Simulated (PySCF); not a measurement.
Sb(F)2(Me) (CH₃F₂Sb), SMILES [Sb]([CH3])([F])[F].

Geometry optimised at PBE-D3(BJ)/def2-SVP. The def2 effective core potentials stand for the cores of Sb; spin–orbit coupling is left out.

Calculation: ωB97X/def2-TZVPD in PySCF.

Problem. Estimate the frontier levels, gap, dipole moment and polarisability. (Estimate from the structure and the level; the computed values follow.)

Solution. 
The highest occupied level is -10.21 eV and the lowest empty level comes out as 0.37 eV. The orbital gap is 10.58 eV, the dipole moment is 3.78 D and the quadrupole, principal values (traceless, Buckingham form, about the centre of nuclear charge) comes out as -4.99, -0.20, 5.19 D·Å. The mean static polarisability comes out as 54.0 bohr³ (8.00 Å³). The polarisability, principal values is 48.0, 50.4, 63.5 bohr³.
